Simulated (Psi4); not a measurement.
Internal rotation in SMILES Br[SiH2][SiH2]N. Scanned: dihedral N1–Si2–Si3–Br4; all other coordinates were relaxed at B3LYP-D3(BJ)/def2-SVP. Points at φ and −φ are mirror images. Heavy atoms are numbered in the order of the SMILES N[SiH2][SiH2]Br, hydrogens after them in the order of the atoms that carry them; the mirror image has the same energies with the sign of each dihedral reversed.

Computed with: PBE/def2-TZVP // B3LYP-D3(BJ)/def2-SVP (Psi4); PBE-D3(BJ)/def2-TZVP // B3LYP-D3(BJ)/def2-SVP (Psi4); M06-2X/def2-TZVP // B3LYP-D3(BJ)/def2-SVP (Psi4); MP2/cc-pVTZ = DF-MP2 (frozen core)/cc-pVTZ // B3LYP-D3(BJ)/def2-SVP run with Psi4.

Energies relative to the lowest point of each profile, in kJ/mol; the last columns give the difference from MP2:

```json
[
 {"φ / °": "-150", "PBE/def2-TZVP": "2.3", "PBE-D3(BJ)/def2-TZVP": "3.3", "M06-2X/def2-TZVP": "4.0", "MP2/cc-pVTZ": "4.1", "PBE/def2-TZVP − MP2/cc-pVTZ": "-1.7", "PBE-D3(BJ)/def2-TZVP − MP2/cc-pVTZ": "-0.8", "M06-2X/def2-TZVP − MP2/cc-pVTZ": "-0.1"},
 {"φ / °": "-120", "PBE/def2-TZVP": "4.7", "PBE-D3(BJ)/def2-TZVP": "5.7", "M06-2X/def2-TZVP": "6.5", "MP2/cc-pVTZ": "6.5", "PBE/def2-TZVP − MP2/cc-pVTZ": "-1.8", "PBE-D3(BJ)/def2-TZVP − MP2/cc-pVTZ": "-0.9", "M06-2X/def2-TZVP − MP2/cc-pVTZ": "0.0"},
 {"φ / °": "-90", "PBE/def2-TZVP": "3.1", "PBE-D3(BJ)/def2-TZVP": "3.8", "M06-2X/def2-TZVP": "4.6", "MP2/cc-pVTZ": "4.2", "PBE/def2-TZVP − MP2/cc-pVTZ": "-1.2", "PBE-D3(BJ)/def2-TZVP − MP2/cc-pVTZ": "-0.5", "M06-2X/def2-TZVP − MP2/cc-pVTZ": "0.4"},
 {"φ / °": "-60", "PBE/def2-TZVP": "0.0", "PBE-D3(BJ)/def2-TZVP": "0.0", "M06-2X/def2-TZVP": "0.1", "MP2/cc-pVTZ": "0.0", "PBE/def2-TZVP − MP2/cc-pVTZ": "0.0", "PBE-D3(BJ)/def2-TZVP − MP2/cc-pVTZ": "0.0", "M06-2X/def2-TZVP − MP2/cc-pVTZ": "0.1"},
 {"φ / °": "-30", "PBE/def2-TZVP": "0.6", "PBE-D3(BJ)/def2-TZVP": "0.3", "M06-2X/def2-TZVP": "0.0", "MP2/cc-pVTZ": "0.6", "PBE/def2-TZVP − MP2/cc-pVTZ": "-0.1", "PBE-D3(BJ)/def2-TZVP − MP2/cc-pVTZ": "-0.3", "M06-2X/def2-TZVP − MP2/cc-pVTZ": "-0.6"},
 {"φ / °": "0", "PBE/def2-TZVP": "3.5", "PBE-D3(BJ)/def2-TZVP": "3.3", "M06-2X/def2-TZVP": "2.6", "MP2/cc-pVTZ": "4.1", "PBE/def2-TZVP − MP2/cc-pVTZ": "-0.6", "PBE-D3(BJ)/def2-TZVP − MP2/cc-pVTZ": "-0.9", "M06-2X/def2-TZVP − MP2/cc-pVTZ": "-1.6"},
 {"φ / °": "30", "PBE/def2-TZVP": "0.6", "PBE-D3(BJ)/def2-TZVP": "0.3", "M06-2X/def2-TZVP": "0.0", "MP2/cc-pVTZ": "0.6", "PBE/def2-TZVP − MP2/cc-pVTZ": "-0.1", "PBE-D3(BJ)/def2-TZVP − MP2/cc-pVTZ": "-0.3", "M06-2X/def2-TZVP − MP2/cc-pVTZ": "-0.6"},
 {"φ / °": "60", "PBE/def2-TZVP": "0.0", "PBE-D3(BJ)/def2-TZVP": "0.0", "M06-2X/def2-TZVP": "0.1", "MP2/cc-pVTZ": "0.0", "PBE/def2-TZVP − MP2/cc-pVTZ": "0.0", "PBE-D3(BJ)/def2-TZVP − MP2/cc-pVTZ": "0.0", "M06-2X/def2-TZVP − MP2/cc-pVTZ": "0.1"},
 {"φ / °": "90", "PBE/def2-TZVP": "3.1", "PBE-D3(BJ)/def2-TZVP": "3.8", "M06-2X/def2-TZVP": "4.6", "MP2/cc-pVTZ": "4.2", "PBE/def2-TZVP − MP2/cc-pVTZ": "-1.2", "PBE-D3(BJ)/def2-TZVP − MP2/cc-pVTZ": "-0.5", "M06-2X/def2-TZVP − MP2/cc-pVTZ": "0.4"},
 {"φ / °": "120", "PBE/def2-TZVP": "4.7", "PBE-D3(BJ)/def2-TZVP": "5.7", "M06-2X/def2-TZVP": "6.5", "MP2/cc-pVTZ": "6.5", "PBE/def2-TZVP − MP2/cc-pVTZ": "-1.8", "PBE-D3(BJ)/def2-TZVP − MP2/cc-pVTZ": "-0.9", "M06-2X/def2-TZVP − MP2/cc-pVTZ": "0.0"},
 {"φ / °": "150", "PBE/def2-TZVP": "2.3", "PBE-D3(BJ)/def2-TZVP": "3.3", "M06-2X/def2-TZVP": "4.0", "MP2/cc-pVTZ": "4.1", "PBE/def2-TZVP − MP2/cc-pVTZ": "-1.7", "PBE-D3(BJ)/def2-TZVP − MP2/cc-pVTZ": "-0.8", "M06-2X/def2-TZVP − MP2/cc-pVTZ": "-0.1"},
 {"φ / °": "180", "PBE/def2-TZVP": "1.4", "PBE-D3(BJ)/def2-TZVP": "2.4", "M06-2X/def2-TZVP": "3.1", "MP2/cc-pVTZ": "2.8", "PBE/def2-TZVP − MP2/cc-pVTZ": "-1.4", "PBE-D3(BJ)/def2-TZVP − MP2/cc-pVTZ": "-0.4", "M06-2X/def2-TZVP − MP2/cc-pVTZ": "0.3"}
]
```

PBE/def2-TZVP is furthest from MP2/cc-pVTZ at -120 (-1.8 kJ/mol, below); its mean absolute difference over the points is 1.0 kJ/mol.

PBE-D3(BJ)/def2-TZVP is furthest from MP2/cc-pVTZ at 0 (-0.9 kJ/mol, below); its mean absolute difference over the points is 0.5 kJ/mol.

M06-2X/def2-TZVP is furthest from MP2/cc-pVTZ at 0 (-1.6 kJ/mol, below); its mean absolute difference over the points is 0.4 kJ/mol.
